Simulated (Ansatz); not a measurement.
Relaxation of the cluster Pb₃Se₃ with RKS r2SCAN-D4/def2-SVP.

```sh
$ ansatz run in.yaml --threads 4 --pin off --events-out ev --progress --plain --max-ram 6963MiB
```

```yaml
crystal:
  periodic: [false, false, false]
  atoms:
    - {symbol: Pb, position_ang: [0.581670, 1.668740, -0.527550]}
    - {symbol: Pb, position_ang: [-0.771950, -1.452820, -0.833670]}
    - {symbol: Pb, position_ang: [0.362670, -0.416820, 2.632640]}
    - {symbol: Se, position_ang: [-0.367790, 0.421240, -2.681130]}
    - {symbol: Se, position_ang: [-1.532570, 0.565970, 1.037980]}
    - {symbol: Se, position_ang: [1.727970, -0.786300, 0.371730]}
basis:
  gaussian: {orbitals: def2-SVP}
hamiltonian: {xc: r2scan, dispersion: d4}
scf: {lower_state_search: "off"}
output: {orbitals: {seedname: orbitals}}
relax: {f_tol: 0.03, max_steps: 70}
```

It took 28 s on 4 threads of Arm Neoverse V2 on a shared host.

Positions (Å) and forces (eV/Å) at steps 1, 2, 3, 4, 5 of 5:

```xyz
6
step=1 energy=-211784.9864 eV
Pb    0.582    1.669   -0.528    0.187    0.524   -0.194
Pb   -0.772   -1.453   -0.834   -0.245   -0.451   -0.279
Pb    0.363   -0.417    2.633    0.075   -0.078    0.467
Se   -0.368    0.421   -2.681   -0.090    0.106   -0.640
Se   -1.533    0.566    1.038   -0.869    0.320    0.500
Se    1.728   -0.786    0.372    0.941   -0.421    0.145
6
step=2 energy=-211785.0364 eV
Pb    0.581    1.687   -0.580   -0.206   -0.490   -0.007
Pb   -0.783   -1.455   -0.887    0.213    0.479    0.088
Pb    0.371   -0.425    2.685   -0.073    0.080   -0.482
Se   -0.387    0.443   -2.812    0.062   -0.071    0.457
Se   -1.675    0.615    1.161    0.713   -0.294   -0.172
Se    1.894   -0.864    0.433   -0.710    0.296    0.117
6
step=3 energy=-211785.1113 eV
Pb    0.575    1.686   -0.609   -0.073   -0.260    0.176
Pb   -0.785   -1.445   -0.916    0.126    0.198    0.220
Pb    0.375   -0.429    2.717   -0.011    0.012   -0.073
Se   -0.386    0.442   -2.802    0.003   -0.005    0.027
Se   -1.572    0.570    1.148   -0.062    0.043   -0.168
Se    1.794   -0.824    0.462    0.016    0.011   -0.182
6
step=4 energy=-211785.1309 eV
Pb    0.568    1.651   -0.570    0.050    0.108    0.028
Pb   -0.767   -1.424   -0.871   -0.046   -0.113    0.006
Pb    0.367   -0.420    2.661    0.015   -0.017    0.106
Se   -0.382    0.438   -2.774   -0.012    0.013   -0.083
Se   -1.606    0.587    1.125   -0.010    0.007   -0.027
Se    1.820   -0.832    0.428    0.003    0.002   -0.028
6
step=5 energy=-211785.1330 eV
Pb    0.572    1.662   -0.572   -0.001   -0.007    0.008
Pb   -0.772   -1.434   -0.875    0.004    0.004    0.009
Pb    0.369   -0.422    2.672    0.002   -0.002    0.013
Se   -0.383    0.438   -2.777   -0.001    0.001   -0.006
Se   -1.601    0.585    1.124    0.006   -0.001   -0.014
Se    1.815   -0.830    0.429   -0.008    0.005   -0.010
```

In the def2 sets Pb takes a core potential; there is no spin–orbit coupling. The structure comes from a short search, and lower isomers may exist.
